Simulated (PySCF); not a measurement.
How methods differ on the excitation energy of Sn⁺

Sn⁺ [Kr] 4d10 5s2 5p1 (2P) → Sn⁺ [Kr] 4d10 5s1 5p2 (4P), as a difference of total energies. All numbers are calculated (PySCF 2.14, a scalar-relativistic core potential, in aug-cc-pVTZ-PP with one added diffuse shell each of d, f type with ECP28MDF (6s5p5d3f, 67 functions)). Correlated levels: valence: 4s2 4p6 4d10 frozen. The calculations carry no spin-orbit coupling.

| method | excitation energy (cm⁻¹) | error (cm⁻¹) |
| --- | --- | --- |
| UHF | 33980 | -12418 |
| LDA | 52443 | +6046 |
| PBE | 50276 | +3878 |
| PBE0 | 47093 | +695 |
| r2SCAN | 45799 | -599 |
| CAM-B3LYP | 49680 | +3282 |
| wB97X | 52641 | +6243 |
| BHandHLYP | 47423 | +1025 |
| MN15 | 50040 | +3642 |
| MP2 (valence) | 39480 | -6918 |
| SCS-MP2 (valence) | 41544 | -4854 |

Reference: 46398 cm⁻¹ (measured; NIST levels, between the centres of gravity of the two terms).

Errors of the correlated levels include the incompleteness of this basis and the frozen core.
